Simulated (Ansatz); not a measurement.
Consider the cleavage of the B–B bond: `CB(O)B(O)O` + HBr → `CB(O)Br` + `OBO`.

Calculated with Ansatz (gas phase, PBE0-D4/def2-TZVP geometries, no zero-point term in ΔE). CBS: MP2 limit from def2 TZ/QZ plus the TZ coupled-cluster correction, frozen cores. This one scheme is used for every species. DFT in def2-TZVPP. B3LYP here is the variant with VWN-RPA as its local correlation; programs differ in this. For Br outer-core shells are correlated without core-valence functions, which leaves a few kJ/mol of doubt a bond. Scalar relativity is left out up to krypton. Each species was taken in one conformer, which may not be the lowest.

`CB(O)B(O)O`:

Cartesian coordinates in Å:
```
C 0.805 0.377 1.692
B 0.669 0.268 0.139
O 1.727 0.658 -0.626
B -0.727 -0.311 -0.697
O -0.633 -0.321 -2.069
O -1.839 -0.726 -0.024
H 1.770 0.770 2.018
H 0.648 -0.604 2.155
H 0.008 1.011 2.098
H 1.544 0.551 -1.565
H -1.400 -0.640 -2.555
H -2.573 -1.033 -0.566
```

HBr:

Cartesian coordinates in Å:
```
Br -0.044 0.659 -0.260
H 0.044 -0.659 0.260
```

`CB(O)Br`:

Cartesian coordinates in Å:
```
C 0.795 -0.650 -0.222
B -0.426 0.256 0.096
O -0.288 1.559 0.399
Br -2.231 -0.495 0.062
H 1.735 -0.098 -0.168
H 0.839 -1.491 0.476
H 0.697 -1.089 -1.219
H -1.121 2.008 0.575
```

`OBO`:

Z-matrix (Å, degrees):
```
B
O 1 1.353
O 1 1.364 2 119.3
H 1 1.198 2 118.4 3 180.0
H 2 0.963 1 112.3 3 0.0
H 3 0.958 1 113.2 2 180.0
```

Question: Is it downhill or uphill in electronic energy at CCSD(T)/CBS, and by how much? (An estimate is asked.)

Answer: Computed: Downhill: ΔE = -132.0 kJ/mol.

Question: What do these levels give: PBE0-D4, B3LYP-D4, ωB97X-V, B2PLYP, PBE, r2SCAN, PBE0, B3LYP, HF/def2-TZVPP, MP2/def2-QZVPP, SCS-MP2/def2-QZVPP, HF/CBS(def2)? (An estimate is asked.)

Answer: The calculation gave: PBE0-D4 -130.4, B3LYP-D4 -129.4, ωB97X-V -129.0, B2PLYP -134.1, PBE -126.4, r2SCAN -135.9, PBE0 -131.5, B3LYP -130.7, HF/def2-TZVPP -144.5, MP2/def2-QZVPP -141.9, SCS-MP2/def2-QZVPP -138.3, HF/CBS(def2) -143.7 kJ/mol.

Largest T1 diagnostic among the species: 0.014.

In def2-TZVPP, CCSD(T) changes the Hartree–Fock value by +14.8 kJ/mol (the triples alone add +0.5 kJ/mol) and MP2 by +3.7 kJ/mol. From PBE to PBE0 (25 % exact exchange), in def2-TZVPP and without D4, ΔE moves by −5.1 kJ/mol.
